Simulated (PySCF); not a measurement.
C3H4ClFSi, SMILES ClC1C[SiH2]C=1F.

The structure is a stationary point at ωB97X-D3(BJ)/def2-SVP. This is a generated structure with no PubChem entry under its InChIKey; it may be hypothetical.

Level of theory: PySCF with PBE/def2-TZVP.

```yaml
total_energy: -965.74695 hartree
point_group: Cs
highest_occupied_level: -6.14 eV
lowest_empty_level: -1.27 eV
orbital_gap: 4.87 eV
dipole_moment: 1.99 D
quadrupole, principal values (traceless, Buckingham form, about the centre of nuclear charge): -0.79, 0.18, 0.61 D·Å
mean_static_polarisability: 75.1 bohr³ (11.13 Å³)
polarisability_principal_values: 53.8, 68.9, 102.7 bohr³
```
